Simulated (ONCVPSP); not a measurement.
## What one change does to a pseudopotential (Ce, ONCV)

```json
{"Element": "Ce", "Generator": "ONCVPSP 4.0.1", "Type": "optimised norm-conserving Vanderbilt (ONCV)", "Functional": "LDA (Perdew-Wang 92)", "Relativity": "scalar-relativistic", "Frozen core": "[Kr] 4d10", "Valence charge": "12", "Reference configuration": "4f1 5s2 5p6 5d1 6s1 (charge +1)", "Partial waves": "5s+6s: rc 2.60 bohr, ncon 3, nbas 6, qcut 4.5 1/bohr, 2 projectors; 5p: rc 2.75 bohr, ncon 3, nbas 8, qcut 5.7 1/bohr, 1 projector; 5d: rc 2.80 bohr, ncon 4, nbas 9, qcut 2.9 1/bohr, 2 projectors, debl 3.7 Ha; 4f: rc 0.90 bohr, ncon 4, nbas 8, qcut 12.3 1/bohr, 2 projectors, debl 3.7 Ha", "Local potential": "polynomial inside 0.70 bohr (lpopt 5, dvloc0 0 Ha)", "Core correction": "Teter function, fcfact 4.25, rcfact 1.3"}
```

All-electron outer shells of the reference configuration (LDA (PZ), scalar-relativistic, ld1.x):

```csv
shell,level (eV),outermost node (bohr),outermost maximum (bohr)
4d,-116.44,0.31,0.66
5s,-46.70,0.75,1.37
5p,-29.25,0.81,1.53
4f,-11.59,–,0.71
5d,-8.75,0.92,2.15
6s,-8.75,1.80,3.50
```

Change: f: rc 1.2.

Cutoffs: the cutoffs (Ha) at which the residual kinetic energy of the hardest occupied pseudo-wave falls to 1 and 0.1 mHa per electron; they do not see the model core or the augmentation charge, which bear on the density cutoff. Errors are all-electron minus pseudo energies relative to the spin-unpolarised reference configuration.

Q: Predict the effect on cutoff, ghosts and configuration errors.

A: The potential gets softer (325 Ha and 420 Ha → 72 Ha and 162 Ha); both files keep a bound ghost (d, p, s); of the 4 tests that both files solve, the error grows in 1 and shrinks in 0 by more than 15 % and 0.3 meV (median size 12.7 → 12.7 meV). A larger radius leaves more room for a smooth pseudo-wave, so fewer plane waves are needed.

| quantity | base | changed |
| --- | --- | --- |
| cutoff, loose | 325 Ha | 72 Ha |
| cutoff, tight | 420 Ha | 162 Ha |
| loose cutoff by channel | s 6.4 Ha, p 5.2 Ha, d 14 Ha, f 325 Ha | s 6.4 Ha, p 5.2 Ha, d 14 Ha, f 72 Ha |
| bound ghosts | s, p, d | s, p, d |
| GHOST(+) flags under 300 eV | s at 16.3 eV | s at 16.3 eV |
| error for 4f1 5s2 5p6 5d1 6s2, meV [ΔE -6.27 eV] | +0.5 | +0.5 |
| error for 4f1 5s2 5p6 5d1 6s0, meV [ΔE 11.34 eV] | -3.6 | -3.7 |
| error for 4f1 5s2 5p6 5d0 6s0, meV [ΔE 30.68 eV] | +22 | +22 |
| error for 4f0 5s2 5p6 5d1 6s2, meV [ΔE 6.44 eV] | +302 | +411 |
| s: phases at 2.65 bohr within 0.05 rad from the reference energy up to (Ha; the scan ends near 5) | 0.5 | 0.5 |
| p: phases at 2.79 bohr within 0.05 rad from the reference energy up to (Ha; the scan ends near 5) | -0.2 | -0.2 |
| d: phases at 2.84 bohr within 0.05 rad from the reference energy up to (Ha; the scan ends near 5) | 1.2 | 1.2 |
| rms error of d²Exc/dni dnj with the model core, mHa | 6.17 | 6.06 |

 A true bound ghost makes a file unfit for plane-wave use even where its test errors are small: the radial tests pick states by their node count and pass the ghost by.
